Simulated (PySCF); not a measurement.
## Dipole response of I²⁺ (iodine, charge +2)

[Kr] 4d10 5s2 5p3, high-spin 4S determinant. Calculation: PySCF 2.14, in aug-cc-pVQZ-PP with ECP28MDF (7s7p5d3f2g, 92 functions); scalar relativity through the core potential. Coupled (time-dependent) response in atomic units; α is the mean over directions.

```tsv
method	mean α (bohr³)	C₆ (like pair)	S(−4)
UHF	14.03	96.20	39.30
PBE	13.77	94.19	36.85
PBE0	13.73	93.81	36.48
B3LYP	13.67	93.15	36.31
BP86	13.74	93.88	36.65
```

S(−4) is the Cauchy moment in α(ω) = α(0) + S(−4) ω² + …

α(iu) at PBE:

```tsv
u (hartree)	α(iu) (bohr³)
0	13.77
0.0500	13.68
0.100	13.41
0.200	12.45
0.300	11.15
0.500	8.453
0.750	5.894
1.00	4.266
1.50	2.552
2.00	1.737
3.00	0.9898
5.00	0.4586
```

A single London oscillator, α(iu) = α/(1 + u²/ω²), gives C₆ = (3/4) ω α². Matching the computed C₆ needs ω = 4 × 94.19 / (3 × 13.77²) = 0.662 hartree.

For an ion, C₆ is the dispersion term alone; charge-induced terms of lower order in 1/R come first.

Energies and moments cover only the electrons outside the core potential.
